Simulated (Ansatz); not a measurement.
A structure drawn as `C[C](=O)[SnH3]`, with this starting geometry:

Cartesian coordinates in Å:
```
C -0.010 1.201 -0.930
C 0.360 0.626 0.344
O 0.945 1.314 1.187
Sn -0.209 -1.400 0.773
H -0.483 0.496 -1.619
H -0.664 2.100 -0.852
H 0.924 1.565 -1.478
H 0.341 -1.795 2.379
H 0.665 -2.474 -0.420
H -1.869 -1.633 0.617
```

The species carries charge 0 and has multiplicity 1. Sn: def2 effective core potential.

Task: Does it keep its bonds when Ansatz relaxes it at PBE-D4/def2-SVP and then PBE0-D4/def2-TZVP?

Result: Yes, every drawn bond is still there and no new one forms.

Task: Give the relaxed structure. (Estimate.)

Result: Computed: 
Z-matrix (Å, degrees):
```
C
C 1 1.501
H 1 1.094 2 109.3
H 1 1.094 2 109.4 3 116.5
H 1 1.091 2 110.8 3 -121.7
O 2 1.200 1 122.9 3 121.6
Sn 2 2.224 1 117.8 3 -58.4
H 7 1.710 2 110.2 1 -59.7
H 7 1.702 2 107.8 1 179.9
H 7 1.710 2 110.2 1 59.5
```
No frequency check was run.

Atoms count as bonded under 1.1 times the sum of their covalent radii (H–H under 0.85 Å, pairs among N, O and F under 1.55 Å), and a drawn bond as lost past 1.3 times.
